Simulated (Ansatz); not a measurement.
Reaction (cleavage of the Si–Si bond): `[SiH3][SiH2]BCl` + `[NH2][SnH3]` → `[SiH3][NH][SnH3]` + `[SiH3]BCl`

Computed with Ansatz on PBE0-D4/def2-TZVP structures; ΔE is electronic, products minus reactants. CCSD(T)/CBS adds triple-zeta CCSD(T) − MP2 to the extrapolated MP2 energy (def2 sets, frozen cores). This one scheme is used for every species. Functionals use def2-TZVPP. HSE06 is defined as in plane-wave codes. Elements past krypton have def2 core potentials. For Sn outer-core shells are correlated without core-valence functions, which leaves a few kJ/mol of doubt a bond. One conformer a species, not always the lowest.

CCSD(T)/CBS gives -11.8 kcal/mol.

Problem. Another level gave -13.2 kcal/mol. Which?
A. BLYP-D4/def2-TZVPP
B. revPBE/def2-TZVPP
C. MP2/def2-TZVPP
D. HSE06/def2-TZVPP

Solution. C. MP2/def2-TZVPP -13.2, BLYP-D4 -9.5, revPBE -5.2, HSE06 -7.6 kcal/mol.

Largest T1 diagnostic among the species: 0.014.

In def2-TZVPP, CCSD(T) changes the Hartree–Fock value by +5.0 kcal/mol (the triples alone add +0.8 kcal/mol) and MP2 by +3.4 kcal/mol. From BLYP to BHLYP (50 % exact exchange), in def2-TZVPP and without D4, ΔE moves by −4.1 kcal/mol.
